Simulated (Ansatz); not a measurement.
Reaction (formal exchange of groups at a Te–C bond): `F[SiH2]C[TeH]` + `C[BH][GaH2]` → `C[B]([GaH2])[TeH]` + `C[SiH2]F`

Gas-phase electronic energies from Ansatz, PBE0-D4/def2-TZVP geometries. CBS: MP2 limit from def2 TZ/QZ plus the TZ coupled-cluster correction, frozen cores. Functionals use def2-TZVPP. Elements past krypton have def2 core potentials. For Ga, Te outer-core shells are correlated without core-valence functions, which leaves a few kJ/mol of doubt a bond. Scalar relativity is left out up to krypton. One conformer a species, not always the lowest.

```json
{"species": "`F[SiH2]C[TeH]`", "B2PLYP energy (Eh)": "-698.21473"}
{"species": "`C[BH][GaH2]`", "B2PLYP energy (Eh)": "-1990.95618"}
{"species": "`C[B]([GaH2])[TeH]`", "B2PLYP energy (Eh)": "-2258.83955"}
{"species": "`C[SiH2]F`", "B2PLYP energy (Eh)": "-430.37757"}
```

**Question.** Work out ΔE.

**Answer.** ΔE = (-2258.83955) + (-430.37757) − (-698.21473) − (-1990.95618) = -0.04621 Eh = -29.0 kcal/mol. CCSD(T)/CBS gives -29.3 kcal/mol.

Largest T1 diagnostic among the species: 0.014.

In def2-TZVPP, CCSD(T) changes the Hartree–Fock value by −3.2 kcal/mol (the triples alone add −0.9 kcal/mol) and MP2 by −4.4 kcal/mol.
